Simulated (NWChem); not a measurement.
System: C5H6OSe; SMILES c1c(OC)[se]cc1

```xyz
13

C     -0.1700     3.0284     0.0000
O     -0.7740     1.7598     0.0000
C      0.0446     0.7048     0.0000
C      1.4132     0.6381     0.0000
C      1.9249    -0.6992     0.0000
C      0.9907    -1.6894     0.0000
Se    -0.7403    -0.9980     0.0000
H     -0.9818     3.7662     0.0000
H      0.4554     3.1741    -0.8981
H      0.4554     3.1741     0.8981
H      2.0574     1.5178     0.0000
H      2.9967    -0.9105     0.0000
H      1.1588    -2.7653     0.0000
```
Atoms are numbered in this order, from 1.

Program: NWChem. Pople sets run with spherical d functions. Structure relaxed at the PBE0/def2-SVP level. No frequency run checked for a minimum. Level PBE/6-31G*: energy and gradient on several grids; changes count from the extra-fine grid, which is no exact limit either.

**Question.** Which is the coarsest grid (xfine; fine; coarse; xcoarse; medium) from which on the energy stays within 100 μHa and each gradient component within 200 μHa/bohr of xfine?

**Answer.** medium.
```json
[
 {"grid": "xcoarse", "size of the energy change (μHa)": "4000", "largest change of a gradient component (μHa/bohr)": "5000"},
 {"grid": "coarse", "size of the energy change (μHa)": "50", "largest change of a gradient component (μHa/bohr)": "400"},
 {"grid": "medium", "size of the energy change (μHa)": "< 10", "largest change of a gradient component (μHa/bohr)": "80"},
 {"grid": "fine", "size of the energy change (μHa)": "< 10", "largest change of a gradient component (μHa/bohr)": "< 30"},
 {"grid": "xfine", "size of the energy change (μHa)": "< 10", "largest change of a gradient component (μHa/bohr)": "< 30"}
]
```
